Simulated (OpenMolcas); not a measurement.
Sm3+ with its 8 nearest fluoride ions at 2.431 Å, on the Sr site of SrF2 (a = 5.796 Å, distance in the model lattice 2.510 Å). The rest of the host is ab initio model potentials to 7.6 Å and point charges beyond; the distance is set by hand and nothing relaxes, and no local charge compensation is placed. Ligand basis ANO-RCC-VDZP.

```
Program             : OpenMolcas 26.06
Method              : CASSCF
Basis               : ANO-RCC-VDZP [7s6p4d2f1g]
Scalar Hamiltonian  : DKH2, point nucleus
Active space        : 5 electrons in 7 orbitals (4f)
State averaging     : 2S+1 = 6 odd, 21 roots; 2S+1 = 4 odd, 128 roots kept (CI in the orbitals of an earlier block, 108 in the spin-orbit step); 2S+1 = 2 odd, 130 roots kept (CI in the orbitals of an earlier block, 41 in the spin-orbit step)
Spin-orbit coupling : state interaction with AMFI integrals over the reference wave functions
```

Question: What is the spin-free ground state (labels of O, the rotations of Oh)?

Answer: 6T2, 3-fold in its orbital part, 100 % from free-ion H terms; it has the highest spin that f5 allows.

Question: Where is the first state of the same spin?

Answer: 6T1 at 284 cm-1 above the ground state.

Question: What are the lowest two levels with spin-orbit coupling?

Answer: A 4-fold level Γ8, then a 2-fold level Γ7 100.9 cm-1 above it. Their leading multiplicities are 6 (97 %) and 6 (97 %).

Question: What is χT at 300 K, and how does it compare with the textbook value?

Answer: Hund's rules give f5 the level 6H5/2 with g = 0.286, so an isolated free-ion multiplet has χT = g² J(J+1) / 8 = 0.089 cm3 K/mol. The computed 0.308 at 300 K differs by +245 %, through the field's splitting, the mixing of terms and any other multiplet in reach.

High states are left out of the spin-orbit mixing, which shifts the levels that they would mix with. Without dynamic correlation the ligand-field splitting of an f shell can come out too small, at times by half. A group larger than the point group allows holds several states that coincide in this model. The first state left out of the spin-orbit step lies near 38000 cm-1 above the lowest spin-free state of the reference (among the parities and spins computed), and the lists stop at four fifths of that energy or lower. No measured value stands beside these numbers; the geometry was set by hand and not optimised.
